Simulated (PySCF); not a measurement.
An unknown shows these calculated signals:

¹H NMR (600 MHz, computed): δ 4.51 (m, 1H), 4.10 (m, 1H), 3.87 (m, 1H), 3.54 (m, 3H), 2.90 (m, 1H), 2.55 (m, 1H), 2.20 (m, 1H), 1.73 (m, 1H).

¹³C{¹H} NMR (computed): δ 125.5 (C), 59.9 (CH), 39.9 (CH2), 37.3 (CH), 18.6 (CH).

PySCF calculation with GFN2-xTB geometry and GIAO PBE0/pcSseg-1 shieldings; isolated molecule, relativity neglected, averaged over atoms made equivalent by symmetry, fast rotation or ring inversion, single conformer.

δ = σ(ref) − σ, references computed at the same level: ¹H (σref 31.72) and ¹³C (σref 186.93) against TMS.

Problem. Which of these does the molecule contain: a C≡C triple bond, a Si–H bond, a nitrile, a three-membered ring, a carboxylic acid?

Solution. 
- A C≡C triple bond: no.
- A Si–H bond: yes (δH 4.10 (m), 3.87 (m)).
- A nitrile: yes (δC 125.5).
- A three-membered ring: no.
- A carboxylic acid: no.

The data belong to SMILES N#C[C@@H]1[C@@H](Cl)C[C@H]1[SiH2][SiH3], C5H10ClNSi2; they needn't prove each group on their own.

Carbon signals by region: 1 in the sp2 and nitrile region (100–160 ppm), 1 at 50–100 ppm, 3 below 50 ppm.

Carbons that carry Cl, above all several Cl atoms, come out too deshielded, partly because spin–orbit coupling is missing. Shifts are as computed. Against solution values, carbons near 30 ppm lie about +3 ppm off and those near 130 ppm about +5 ppm; carbons on Cl a further +6 ppm. Of 1309 compounds with measured shifts, 239 miss one by over three times the rms of a fit or turn the order of signals round; such compounds aren't used in these exercises. Multiplicities follow the n + 1 count of equivalent neighbours, as no J values were calculated; m marks all less simple cases, F and P coupling included.
